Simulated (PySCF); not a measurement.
## Spinor energies of B³⁺ (boron, charge +3)

Start: 1s2. Calculated with PySCF 2.14 in x2c-TZVPall-2c (5s3p2d1f, 31 functions): generalised Hartree-Fock with the X2C-1e Hamiltonian and a Gaussian nucleus; one run each with spin-orbit coupling (SO) switched off, then screened by Boettger's factors.

```
spinor shell  electrons  ε, spin-free (eV)  ε, screened SO (eV)  weight of nominal j (screened SO)  rms radius, screened SO (bohr)
       1s1/2          2            -259.72              -259.72                              1.000                           0.377
```

```json
{"quantity": "E (hartree)", "spin-free": "-21.99211", "screened SO": "-21.99211"}
{"quantity": "M_J", "spin-free": "0", "screened SO": "0"}
{"quantity": "⟨J²⟩", "spin-free": "0.000", "screened SO": "0.000"}
{"quantity": "⟨L²⟩", "spin-free": "0.000", "screened SO": "0.000"}
{"quantity": "⟨S²⟩", "spin-free": "0.000", "screened SO": "0.000"}
```

Without spin-orbit coupling the j labels of p, d and f shells carry no meaning; the spin-free column gives the mean over the occupied spinors of each nl shell.
